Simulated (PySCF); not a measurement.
**Shapes and spin states of Sn₂F⁺**

Computed with PySCF, PBE, basis F def2-SVP, Sn def2-SVP with ECP28 (scalar-relativistic core potentials, no spin–orbit coupling, density fitting).

Relaxations began from a few typed shapes and spin states; open shells are unrestricted. The search is not exhaustive: other isomers or separated fragments can lie lower, and high-lying points may rest on an excited occupation.

```csv
spin,group,bonds,angles,imaginary modes (cm⁻¹),ΔE (kJ/mol),ΔE with ZPE (kJ/mol)
broken-symmetry Ms = 0 (⟨S²⟩ 0.44),C2v,"F–Sn 2.184 Å (×2), Sn–Sn 3.009 Å","F–Sn–Sn 46.5° (×2), Sn–F–Sn 87.1°",none,0.0,0.0
"singlet (closed shell, unstable to spin polarisation)",C2v,"F–Sn 2.185 Å (×2), Sn–Sn 3.020 Å","F–Sn–Sn 46.3° (×2), Sn–F–Sn 87.4°",none,3.2,3.3
triplet,C2v,"F–Sn 2.183 Å (×2), Sn–Sn 2.987 Å","F–Sn–Sn 46.8° (×2), Sn–F–Sn 86.3°",none,11.5,11.2
triplet,D∞h,F–Sn 2.159 Å (×2),Sn–F–Sn 180.0°,none,65.6,65.3
```

The lowest minimum found is the broken-symmetry Ms = 0 (⟨S²⟩ 0.44) C2v: F–Sn 2.184 Å (×2), Sn–Sn 3.009 Å; F–Sn–Sn 46.5° (×2), Sn–F–Sn 87.1°.

For the lowest minimum: the determinant is spin-contaminated (⟨S²⟩ = 0.44, pure value 0.00). The spin densities have lower symmetry than the nuclear frame.
